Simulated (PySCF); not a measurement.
Labels have come off several samples. The candidates:

A. `C[C@@H](C#N)[SiH2]C#CC#N`
B. SMILES CO[SiH2]/C(C)=C/CF
C. SMILES C#CC#C[Si@@H](C=O)[SiH2]N

Spectrum 1. ¹H NMR (400 MHz, computed): δ 12.44 (d, 1H), 5.25 (m, 1H), 5.06 (m, 1H), 4.51 (m, 1H), 1.48 (s, 1H), 0.28 (br s, 2H). ¹³C{¹H} NMR (computed): δ 253.3 (CH), 103.2 (C), 80.2 (C), 75.1 (CH), 74.2 (C).

Spectrum 2. ¹H NMR (400 MHz, computed): δ 4.68 (m, 1H), 4.45 (m, 1H), 2.04 (m, 1H), 1.60 (d, 3H). ¹³C{¹H} NMR (computed): δ 124.5 (C), 110.9 (C), 90.6 (C), 89.3 (C), 16.6 (CH3), 9.0 (CH).

Spectrum 3. ¹H NMR (400 MHz, computed): δ 6.89 (m, 1H), 5.47 (m, 2H), 4.92 (s, 2H), 3.89 (s, 3H), 1.49 (s, 3H). ¹³C{¹H} NMR (computed): δ 153.8 (CH), 133.9 (C), 86.8 (CH2), 53.3 (CH3), 14.4 (CH3).

- σ from GIAO-PBE0/pcSseg-1
- coordinates at the GFN2-xTB level
- program: PySCF 2.14
- relativity neglected, fast rotation and ring inversion assumed for equivalent nuclei, gas phase, a single conformation

References, each an isolated molecule treated in the same way: ¹H (31.72 ppm) and ¹³C (186.93 ppm) vs TMS. Splittings of carbon signals by F and P are missing where no couplings were computed. Where no couplings were computed, multiplicities follow the n + 1 count of equivalent neighbours, and m marks all less simple cases (inequivalent or close neighbours, rings, F or P nearby). Shifts are as computed. Against solution values, carbons near 30 ppm lie about +3 ppm off and those near 130 ppm about +5 ppm. Of 1309 compounds with measured shifts, 239 miss one by over three times the rms of a fit or turn the order of signals round; such compounds aren't used in these exercises. OH and NH positions are gas-phase values without hydrogen bonding to other molecules.

Match each spectrum to its structure.

Answers

1–C, 2–A, 3–B.

- Spectrum 1 (C): 5 ¹³C signals; δC 103.2 is an alkyne carbon; δC 80.2 is an alkyne carbon.
- Spectrum 2 (A): 6 ¹³C signals; δC 124.5 is a nitrile carbon; δC 110.9 is a nitrile carbon.
- Spectrum 3 (B): 5 ¹³C signals; δC 153.8 is an alkene CH; δC 133.9 is a fully substituted alkene carbon.
